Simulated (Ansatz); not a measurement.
A run of Ansatz (development build ahead of 0.2.0) on singlet SF6 at this shape:

```
atom    x (Å)    y (Å)    z (Å)
   S  -0.0036   0.0084   0.0040
   F   1.5846   0.0059   0.0071
   F  -1.5737  -0.0072  -0.0004
   F   0.0091   1.5808  -0.0042
   F   0.0012  -1.5876  -0.0071
   F  -0.0038   0.0070   1.5746
   F  -0.0032  -0.0093  -1.5787
```

Its results:

```yaml
Converged: yes
Reference_energy: -994.00483 hartree
Correlation_energy: -1.29452 hartree
Total_energy: -995.29935 hartree
Spin_squared_of_the_determinant: 0.000
```

Task: Which input gives this output? Name the method, the orbitals and the basis set, and write the input.

Result: RHF-MP2 in cc-pVDZ. An unrestricted run that stays on the closed shell gives the same numbers.

```yaml
crystal:
  periodic: [false, false, false]
  atoms:
    - { symbol: S, position_ang: [-0.00361, 0.00845, 0.00395] }
    - { symbol: F, position_ang: [1.58458, 0.0059, 0.00706] }
    - { symbol: F, position_ang: [-1.57367, -0.00715, -0.00037] }
    - { symbol: F, position_ang: [0.00909, 1.5808, -0.00417] }
    - { symbol: F, position_ang: [0.00124, -1.5876, -0.00708] }
    - { symbol: F, position_ang: [-0.00378, 0.00701, 1.57461] }
    - { symbol: F, position_ang: [-0.00325, -0.00926, -1.57872] }
basis:
  gaussian: { orbitals: cc-pVDZ }
hamiltonian:
  xc: hf
correlation:
  method: mp2
  frozen_orbitals: { F: 1, S: 5 }
```
